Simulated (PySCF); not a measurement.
SnHMe2(SiH3), C2H10SiSn.
Structure used (PBE0-D3(BJ)/def2-SVP), in Å, numbered top down from 1:
```xyz
14
C2H10SiSn angstrom
Sn     0.0662    0.1093    0.6115
H      0.0871    0.1148    2.3348
C      2.1004    0.1216   -0.1070
H      2.6282    1.0052    0.2799
H      2.1100    0.1552   -1.2057
H      2.6315   -0.7814    0.2254
C     -0.9278    1.8937   -0.0841
H     -1.9672    1.9204    0.2719
H     -0.9277    1.9162   -1.1831
H     -0.4013    2.7837    0.2897
Si    -1.1641   -1.9942   -0.2169
H     -0.5313   -3.2350    0.3313
H     -1.1239   -2.0754   -1.7115
H     -2.5996   -1.9778    0.2069
```

Method used: PBE0-D3(BJ)/def2-SVP geometry optimisation, gas phase, def2 core potentials past Kr in PySCF.

(1) Which atoms are bound to Sn1, and at what distances?

(2) List the angles at Sn1.

(3) What is the shape at Sn1?

(4) What are the other bond lengths?

(5) What are the rotational constants (commonest isotopes, rigid rotor)?

Answers

(1) 4 atoms: H2 1.723 Å, C3 2.157 Å, C7 2.158 Å, Si11 2.574 Å. The nearest atom not counted as bound is H9, at 2.73 Å (others tie with it).

(2) 
```csv
angle,degrees,distance of the outer atoms (Å)
C7–Sn1–Si11,110.6,3.90
C3–Sn1–Si11,110.4,3.89
H2–Sn1–Si11,109.3,3.54
H2–Sn1–C7,109.0,3.17
C3–Sn1–C7,108.8,3.51
H2–Sn1–C3,108.8,3.16
```

(3) Tetrahedral: angles from 108.8° to 110.6°; τ4 = (360° − α − β)/141° = 0.99 with α and β the two widest (0 for a square, 1 for a tetrahedron).

(4) C3–H4 and 5 like bonds 1.099 Å; Si11–H12, Si11–H13, Si11–H14 1.497 Å.

(5) A = 3773, B = 1990, C = 1544 MHz: an asymmetric top.

Point group: near Cs, missed by 0.16 Å at most; the miss may be what the optimiser left on a soft mode. Charge 0, singlet. No frequency check.
